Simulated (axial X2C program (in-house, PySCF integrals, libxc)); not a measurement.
## What spin–orbit coupling does to TeP

Calculated with an axial X2C code built on PySCF integrals. Spin-free means the one-electron spin-free X2C Hamiltonian; two-component (2c) means X2C with spin–orbit coupling and atomic mean-field two-electron Coulomb and Gaunt terms, so the difference of the two also holds small scalar two-electron terms. Basis: Te dyall-cv3z [11s12p8d4f1g], P dyall-v3z [8s7p2d1f] (cores contracted in-house); Gaussian nuclei, density fitting, unrestricted open shells. Masses: Te 129.906 u, P 30.974 u.

Spin-free state: M_S = 1/2, Λ = 1 (beyond evenly filled blocks: π+α); fragments Te + P.

```tsv
level	Re (Å)	ωe (cm⁻¹)	De (eV)	μ (D)
HF	2.360	348.6	0.785	-0.05
CCSD	2.247	456.7	2.392	n/a
```

Correlated methods: 11 electrons correlated (number of frozen shells: Te 4 s, 3 p, 2 d; P 2 s, 1 p), 217 virtual spin orbitals or spinors in MP2, 90 natural virtuals in coupled cluster.

Dipoles are positive if P is the positive end.

Within this multiplet, which Ω should lie lowest by the rule for regular and inverted multiplets?

The open π shell holds one electron, so the multiplet is regular: Ω = Λ − 1/2 = 1/2. The PBE0 2c search agrees.

Two-component determinant lowest at the distance of the search:

Ω = 1/2 (⟨Sz⟩ = -0.50, ⟨Lz⟩ = 1.00 at HF); fragments Te + P.

```csv
level,Re (Å),ωe (cm⁻¹),De (eV),μ (D)
HF,2.369,347.0,n/a,-0.16
CCSD,2.260,437.7,2.249,n/a
```

From the two tables, how do the constants change at the CCSD level (2c against spin-free)?

At the CCSD level Re goes up by 0.013 Å and ωe goes down by 19.0 cm⁻¹; De changes by -0.143 eV.

Occupations by symmetry block were frozen at the best pattern of an incomplete PBE0 search. Dissociation energies refer to the lowest single-determinant-based atoms at the same level and basis. De is not given where an atomic determinant may have missed its ground term or J level, or where the truncated virtual space spoils (T). CCSD ran in a truncated set of natural virtual spinors with an MP2 remainder; without triples it tends to underbind. The determinant is spin-polarised beyond a pure state at some levels (its spin-free form has ⟨S²⟩ too high), which makes Re and μ there less reliable. The T1 diagnostic is large, a sign of multireference character. With the outer-core shells frozen, correlated bond lengths of heavy atoms tend to come out a few hundredths of an ångström too long.
